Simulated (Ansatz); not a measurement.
Isolated molecules relaxed with PBE0-D4/def2-TZVP in Ansatz; ΔE leaves out vibrations. CBS: MP2 limit from def2 TZ/QZ plus the TZ coupled-cluster correction, frozen cores. This one scheme is used for every species. DFT in def2-TZVPP. B3LYP here is the variant with VWN-RPA as its local correlation; programs differ in this. Each species was taken in one conformer, which may not be the lowest.

Reaction (cleavage of the Al–Si bond): `[F][AlH][SiH2]Cl` + `N[SiH2]N` → `N[SiH2][NH][AlH][F]` + `[SiH3]Cl`

`[F][AlH][SiH2]Cl`:

Cartesian coordinates in Å:
```
F 0.383 -0.965 2.437
Al 0.867 -0.079 1.129
Si -0.699 -0.006 -0.761
Cl 0.160 1.150 -2.251
H 2.274 0.631 1.208
H -0.978 -1.346 -1.345
H -2.006 0.614 -0.416
```

`N[SiH2]N`:

Cartesian coordinates in Å:
```
N -0.813 -1.184 0.255
Si 0.206 -0.042 -0.510
N 0.479 1.253 0.574
H -0.557 -1.620 1.125
H -1.436 -1.759 -0.288
H -0.516 0.273 -1.778
H 1.583 -0.493 -0.868
H 1.336 1.779 0.536
H -0.281 1.793 0.953
```

`N[SiH2][NH][AlH][F]`:

```xyz
11

N    -0.731   -0.110   -2.008
Si    0.439   -0.388   -0.786
N    -0.283   -0.318    0.780
Al    0.164    0.592    2.232
F     1.457    1.611    2.170
H    -0.661   -0.595   -2.886
H    -1.188    0.781   -2.113
H     0.990   -1.731   -1.117
H     1.552    0.598   -0.721
H    -1.099   -0.912    0.874
H    -0.641    0.472    3.575
```

`[SiH3]Cl`:

```xyz
5

Si    0.059    0.006   -0.114
Cl   -0.882   -0.090    1.709
H    -0.910    0.503   -1.118
H     0.525   -1.352   -0.475
H     1.208    0.934   -0.002
```

```tsv
species	B3LYP energy (Eh)
`[F][AlH][SiH2]Cl`	-1094.02090
`N[SiH2]N`	-402.75376
`N[SiH2][NH][AlH][F]`	-745.21557
`[SiH3]Cl`	-751.59815
```

(1) Work out ΔE.

Largest T1 diagnostic among the species: 0.012.

## Answers

(1) ΔE = (-745.21557) + (-751.59815) − (-1094.02090) − (-402.75376) = -0.03906 Eh = -24.5 kcal/mol. CCSD(T)/CBS gives -25.6 kcal/mol.

From PBE to PBE0 (25 % exact exchange), in def2-TZVPP and without D4, ΔE moves by −1.3 kcal/mol.
